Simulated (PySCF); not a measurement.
Ge(H)2(Me)(vinyl) (C₃H₈Ge), SMILES C=[CH][GeH2][CH3]. Atoms are numbered in the order given.

```xyz
12

Ge     0.4238    -0.5012     0.0000
C     -1.4167    -1.1494     0.0000
C      0.4488     1.4420     0.0000
C     -0.6545     2.1954     0.0000
H      1.1749    -1.0225    -1.2452
H      1.1749    -1.0225     1.2452
H     -1.9504    -0.7944     0.8936
H     -1.4332    -2.2486     0.0000
H     -1.9504    -0.7944    -0.8936
H      1.4247     1.9443     0.0000
H     -1.6592     1.7575     0.0000
H     -0.6099     3.2906     0.0000
```

Geometry optimised at PBE0-D3(BJ)/def2-SVP. The structure was generated by enumeration, and PubChem lists no compound with its InChIKey, so it may never have been made. Other conformers were not sampled.

The numbers are results of PBE/pcSseg-1 run with PySCF, not measurements.

GIAO shieldings, no solvent; atoms listed in one row are averaged. δ = σ(ref) − σ: ⁷³Ge against GeH4 (σ = 1614.4 ppm); ¹³C against TMS (σ = 182.0 ppm); ¹H against TMS (σ = 31.49 ppm), references at their B3LYP-D3(BJ)/def2-TZVP geometries, non-relativistic.

Computed chemical shifts:
```csv
nucleus,atoms,count,δ (ppm)
⁷³Ge,Ge1,1,189.5
¹³C,C3,1,145.5
¹³C,C4,1,139.8
¹³C,C2,1,-7.8
¹H,H10,1,6.85
¹H,H12,1,6.60
¹H,H11,1,6.20
¹H,"H5, H6",2,4.68
¹H,"H7, H8, H9",3,0.66
```
